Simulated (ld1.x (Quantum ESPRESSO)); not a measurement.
**Building the ultrasoft potential for Al (PBE, non-relativistic).**

* Element: aluminium (Al)
* Generator: ld1.x (Quantum ESPRESSO) 7.5
* Type: ultrasoft
* Functional: PBE
* Relativity: non-relativistic
* Frozen core: [Ne]
* Valence charge: 3
* Reference configuration: 3s2 3p0.5 (charge +0.5)
* Partial waves: 3s (bound): rcut 2.30, rcutus 2.45 bohr; 3s channel at -0.25 Ry: rcut 2.30, rcutus 2.45 bohr; 3p (bound): rcut 2.50, rcutus 2.70 bohr; 3p channel at 0.3 Ry: rcut 2.50, rcutus 2.70 bohr
* Local potential: all-electron potential smoothed inside 2.25 bohr (lloc = -1)
* Core correction: a·sin(br)/r model core, default radius (core density twice the valence density)
* Augmentation charge: built from norm-conserving waves at rcut, not smoothed further

Calculated quality:

| Item | Value |
| --- | --- |
| Cutoffs needed | 6 Ry and 8 Ry (the cutoffs (Ry, on a coarse ladder) from which the occupation-weighted sum of valence levels, in a spherical-Bessel basis at the reference potential, stays within 10 and 1 mRy of its value at 400 Ry) |
| Ghost test | no extra level below or beside the all-electron valence levels (s, p, d, f tested) (spherical-Bessel basis up to 400 Ry, 20 bohr box) |
| Largest excitation error | -19 meV (all-electron minus pseudo) for 3s0 3p3, out of 7 test configurations |
| Lowest eigenvalue of the overlap operator | 0.45 (s channel) |

Generation and tests took about 6.5 s on one core of a shared server CPU.
